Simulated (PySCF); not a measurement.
Compound: C₇H₁₁ClSi.
Z-matrix (Å and degrees, GFN2-xTB geometry), rows numbered from 1:
```
C 
C   1  1.3069
C   2  1.4585  1  148.89
C   2  1.4682  1  148.14  3  -179.06
Si  4  1.8833  2  121.24  3   109.81
C   5  1.8951  4  109.40  2   -46.86
Cl  6  1.7762  5  112.03  4    63.54
C   6  1.4983  5  122.12  4  -153.02
C   8  1.4948  6   60.12  5   111.54
H   1  1.0782  2  121.57  3    -0.34
H   1  1.0780  2  121.70  3  -179.96
H   3  1.0818  2  119.03  4   107.36
H   3  1.0808  2  118.55  4  -107.41
H   4  1.0851  2  115.19  3  -105.43
H   5  1.4642  4  111.33  2    72.41
H   5  1.4693  4  109.81  2  -163.64
H   8  1.0793  6  117.99  9   107.88
H   8  1.0797  6  117.72  9  -109.02
H   9  1.0803  6  117.70  8   108.80
H   9  1.0798  6  118.28  8  -107.72
```

NICS = −σ at a ghost point: NICS(0) at the centroid of the ring atoms, NICS(1) 1 Å to either side along the normal of their mean plane, zz for the tensor component along that normal. Level: GIAO PBE0/pcSseg-1 (PySCF, non-relativistic, gas phase) on the GFN2-xTB geometry, one conformer.

Ring bond lengths (Å), with Mayer bond orders in brackets: C2–C3 1.458 (0.93), C3–C4 1.528 (0.96), C4–C2 1.468 (0.92); C6–C8 1.498 (0.93), C8–C9 1.495 (0.97), C9–C6 1.499 (0.92).

Q: What do the NICS probes read (ppm)?

A: 
```json
{"ring": "C2–C3–C4", "type": "3-membered carbocycle; formal bonds all single", "NICS(0)": "-32.3", "NICS(1), two faces": "-7.9 / -7.3", "NICS(1)zz, two faces": "-24.6 / -21.1", "rms pucker (Å)": "0.00", "centre to ring atoms, mean (Å)": "0.86"}
{"ring": "C6–C8–C9", "type": "3-membered carbocycle; formal bonds all single", "NICS(0)": "-43.0", "NICS(1), two faces": "-9.7 / -7.5", "NICS(1)zz, two faces": "-24.1 / -18.9", "rms pucker (Å)": "0.00", "centre to ring atoms, mean (Å)": "0.86"}
```

Q: What can be read from them?

A: 
- C2–C3–C4: mean NICS(1)zz -22.8 ppm, shielded. C3, C4 have four or more neighbours, and the NICS criterion for π rings isn't applied. The two faces differ by 3.5 ppm, so no symmetry operation interchanges them. NICS(0) lies 25 ppm below the mean NICS(1).
- C6–C8–C9: mean NICS(1)zz -21.5 ppm, shielded. C6, C8, C9 have four or more neighbours; no verdict on aromaticity is drawn. The two faces differ by 5.2 ppm, so no symmetry operation interchanges them. NICS(0) lies 34 ppm below the mean NICS(1).

Q: At the second NICS(1) probe listed for ring C6–C8–C9, 1 Å off the ring, what do the in-plane components average?

A: The isotropic value is a third of the trace: (3 × -7.5 − (-18.9))/2 = -1.8 ppm.

Q: What are the shieldings of the ring atoms and their hydrogens in the same run (means over atoms taken as equivalent)?

A: 
```
atoms                      environment  σ isotropic (ppm)  principal values of the symmetric part, first atom (ppm)
   C2  fully substituted alkene carbon               47.8                                        -49.0, -2.2, 194.7
   C3                   allylic carbon              178.1                                       151.7, 167.4, 215.2
   C4      sp3 carbon bound to silicon              184.8                                       158.5, 169.9, 226.1
   C6                  sp3 C–Cl carbon              155.9                                       113.1, 129.5, 225.1
   C8       three-membered-ring carbon              171.2                                       126.7, 176.2, 210.7
   C9       three-membered-ring carbon              170.7                                       128.9, 176.2, 207.1
  H12               methylene hydrogen              30.27                                          24.6, 25.9, 40.3
  H13               methylene hydrogen              30.22                                          23.1, 29.4, 38.2
  H14                 methine hydrogen              31.04                                          24.4, 26.6, 42.2
  H17               methylene hydrogen              30.87                                          25.0, 28.3, 39.3
  H18               methylene hydrogen              31.01                                          24.4, 27.9, 40.8
  H19               methylene hydrogen              30.94                                          25.4, 27.8, 39.7
  H20               methylene hydrogen              30.77                                          26.0, 27.8, 38.6
```
